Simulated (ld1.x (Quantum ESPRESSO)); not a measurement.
## Pseudopotential generation for Co (Z = 27): ultrasoft, LDA (PZ), scalar-relativistic.

* Element: Co
* Generator: ld1.x (Quantum ESPRESSO) 7.5
* Type: ultrasoft
* Functional: LDA (PZ)
* Relativity: scalar-relativistic
* Frozen core: [Ne] 3s2
* Valence charge: 15
* Reference configuration: 3p6 3d7 4s2 4p0
* Partial waves: 4s (bound): rcut 1.65, rcutus 2.00 bohr; 4s channel at 0.05 Ry: rcut 1.65, rcutus 2.00 bohr; 3p (bound): rcut 1.15, rcutus 1.35 bohr; 4p (bound, empty): rcut 1.15, rcutus 1.35 bohr; 3d (bound): rcut 1.10, rcutus 1.45 bohr; 3d channel at -0.3 Ry: rcut 1.10, rcutus 1.45 bohr
* Local potential: all-electron potential smoothed inside 1.35 bohr (lloc = -2)
* Core correction: Bessel-smoothed model core, default radius (core density twice the valence density)
* Augmentation charge: PSQ, radius 0.95 bohr

All-electron outer shells of the reference configuration (LDA (PZ), scalar-relativistic, ld1.x):

```csv
shell,level (eV),outermost node (bohr),outermost maximum (bohr)
2p,-769.46,–,0.17
3s,-101.87,0.31,0.67
3p,-65.51,0.28,0.68
3d,-8.46,–,0.66
4s,-5.68,0.96,2.29
4p,-1.39,1.05,3.21
```

Results:

```
Cutoffs needed                            : 70 Ry and 110 Ry (the cutoffs (Ry, on a coarse ladder) from which the occupation-weighted sum of valence levels, in a spherical-Bessel basis at the reference potential, stays within 10 and 1 mRy of its value at 400 Ry)
Ghost test                                : no extra level below or beside the all-electron valence levels (s, p, d, f tested) (spherical-Bessel basis up to 400 Ry, 20 bohr box)
Configuration tests                       : test run stopped at test 1 of 9 (negative rho)
Lowest eigenvalue of the overlap operator : 0.11 (p channel)
Density cutoff estimated by the generator : 428 Ry
```

Generation and tests took about 3.2 s on one core of a shared server CPU.
